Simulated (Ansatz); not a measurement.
Reaction (redistribution): `[OH][GeH2][SiH](O)O` + `C#[C][Zr]([OH])([F])[O]C` → `CO[SiH](O)[GeH2][OH]` + `C#[C][Zr]([OH])([OH])[F]`

Calculated with Ansatz (gas phase, PBE0-D4/def2-TZVP geometries, no zero-point term in ΔE). CCSD(T)/CBS adds triple-zeta CCSD(T) − MP2 to the extrapolated MP2 energy (def2 sets, frozen cores). DFT in def2-TZVPP. B3LYP here is the variant with VWN-RPA as its local correlation; programs differ in this. def2 core potentials past Kr. For Ge, Zr outer-core shells are correlated without core-valence functions, which leaves a few kJ/mol of doubt a bond. Scalar relativity is left out up to krypton. One conformer a species, not always the lowest.

```tsv
species	B3LYP energy (Eh)
`[OH][GeH2][SiH](O)O`	-2596.08795
`C#[C][Zr]([OH])([F])[O]C`	-415.02079
`CO[SiH](O)[GeH2][OH]`	-2635.39936
`C#[C][Zr]([OH])([OH])[F]`	-375.70489
```

Work out ΔE.

ΔE = (-2635.39936) + (-375.70489) − (-2596.08795) − (-415.02079) = 0.00449 Eh = +2.8 kcal/mol. CCSD(T)/CBS gives +2.2 kcal/mol.

Largest T1 diagnostic among the species: 0.017.
